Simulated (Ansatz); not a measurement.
Cost and result for the atomization energy of CH₄GeOS (`O[CH]1[S][GeH2]1`) (8 atoms, 8 bonds).

Charge 0, multiplicity 1. Correlated methods include outer-core shells of Ge, which these sets cover unevenly. Scalar relativity is left out up to krypton. Geometry: relaxed with PBE0-D4/def2-TZVP. It is one conformer, not always the lowest. Program: Ansatz. All runs use 4 threads of an Arm Neoverse V1 on a shared host. Times are those of one run each, without the atoms' runs, and a repeat can differ threefold. Electronic energies, without spin–orbit coupling; frozen cores. CCSD(T)/CBS adds CCSD(T) − MP2 in def2-TZVPP to the MP2 limit, and its time is that of the two runs behind it. T1 = 0.013. With those shells the extrapolation isn't a true limit. B3LYP takes the VWN-RPA correlation (the form of Gaussian; ORCA's B3LYP/G).

CCSD(T)/CBS is a level of theory with its own doubt, some kJ/mol a heavy atom from the limit and from the frozen cores, so smaller differences don't rank the functionals.

```json
{"level": "PBE-D4/def2-TZVPP (with forces)", "functions": "208", "wall time": "2.1 s", "atomization (kcal/mol)": "635.5", "difference from CCSD(T)/CBS": "14.6", "per bond": "1.8"}
{"level": "PBE0-D4/def2-TZVPP", "functions": "208", "wall time": "2.6 s", "atomization (kcal/mol)": "618.8", "difference from CCSD(T)/CBS": "-2.1", "per bond": "-0.3"}
{"level": "B3LYP-D4/def2-TZVPP (with forces)", "functions": "208", "wall time": "3.6 s", "atomization (kcal/mol)": "611.9", "difference from CCSD(T)/CBS": "-9.0", "per bond": "-1.1"}
{"level": "B2PLYP/def2-TZVPP", "functions": "208", "wall time": "4.5 s", "atomization (kcal/mol)": "606.8", "difference from CCSD(T)/CBS": "-14.1", "per bond": "-1.8"}
{"level": "r2SCAN-D4/def2-TZVPP (with forces)", "functions": "208", "wall time": "4.6 s", "atomization (kcal/mol)": "622.7", "difference from CCSD(T)/CBS": "1.8", "per bond": "0.2"}
{"level": "ωB97X-V/def2-TZVPP", "functions": "208", "wall time": "6.5 s", "atomization (kcal/mol)": "621.3", "difference from CCSD(T)/CBS": "0.4", "per bond": "0.1"}
{"level": "ωB97M-V/def2-TZVPP (with forces)", "functions": "208", "wall time": "9.5 s", "atomization (kcal/mol)": "618.0", "difference from CCSD(T)/CBS": "-2.9", "per bond": "-0.4"}
{"level": "MP2/def2-QZVPP", "functions": "393", "wall time": "17 s", "atomization (kcal/mol)": "625.6", "difference from CCSD(T)/CBS": "4.7", "per bond": "0.6"}
{"level": "CCSD(T)/def2-TZVPP", "functions": "208", "wall time": "87 s", "atomization (kcal/mol)": "601.5", "difference from CCSD(T)/CBS": "-19.4", "per bond": "-2.4"}
{"level": "CCSD(T)/CBS(def2)", "functions": "–", "wall time": "100 s", "atomization (kcal/mol)": "620.9", "difference from CCSD(T)/CBS": "0.0", "per bond": "0.0"}
```

The D4 term adds +6.9 kcal/mol with B3LYP and +3.6 kcal/mol with PBE0; it sums over pairs of atoms, weighted by their polarisabilities, and B3LYP, whose exchange is more repulsive, gets the larger term. In def2-TZVPP, CCSD(T) changes the Hartree–Fock value by +195.3 kcal/mol (the triples alone add +14.1 kcal/mol) and MP2 by +208.1 kcal/mol; breaking electron pairs costs correlation energy, which Hartree–Fock lacks. From PBE to PBE0 (25 % exact exchange), in def2-TZVPP and without D4, the atomization energy moves by −16.0 kcal/mol: exact exchange takes away binding that semilocal exchange gives to molecules.
